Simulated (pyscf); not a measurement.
## `[F][CH][Cl]`, doublet

Gas-phase minimum from PySCF at ωB97X-D3(BJ)/def2-SVP, one conformer. 

```xyz
4

F      1.2741    -0.6917    -0.6159
C      0.0423    -0.2054    -0.6647
Cl    -0.0609     1.5019    -0.7125
H     -0.6435    -0.7602    -1.3167
```
Charge 0, spin multiplicity 2.

Bonded distances (Å): F1–C2 1.325, C2–Cl3 1.711, C2–H4 1.097. Bond angles (°): F1–C2–Cl3 115.0, F1–C2–H4 114.7, Cl3–C2–H4 116.8.

Properties at ωB97X-D3(BJ)/def2-SVP:

```json
{
 "harmonic_wavenumbers_unscaled": "416, 728, 868, 1231, 1329, 3207 cm⁻¹",
 "zero_point_energy": "11.1 kcal/mol",
 "rotational_symmetry_number": "1",
 "Entropy of this conformer at 298 K and 1 atm, rigid rotor and harmonic oscillator, modes under 100 cm⁻¹ raised to 100": "267.8 J/(mol K)",
 "dipole_moment": "1.18 D",
 "Spin expectation value S2": "0.753"
}
```

Single-point totals, which compare only within one level (frozen core for MP2 and CC):

```
level                   total energy (hartree)
----------------------  ----------------------
ωB97X-D3(BJ)/def2-TZVP              -598.77712
PBE/def2-TZVP                       -598.42376
r²SCAN/def2-TZVP                    -598.66101
B3LYP-D3(BJ)/def2-TZVP              -598.77140
PBE0-D3(BJ)/def2-TZVP               -598.46224
M06-2X/def2-TZVP                    -598.68105
ωB97M-D3(BJ)/def2-TZVP              -598.82499
UHF/def2-TZVPP                      -597.40128
MP2/def2-TZVPP                      -597.97675
CCSD/def2-TZVPP                     -598.00313
CCSD(T)/def2-TZVPP                  -598.02550
```

The CCSD(T) − MP2 part came from Ansatz, without density fitting, on the same reference.
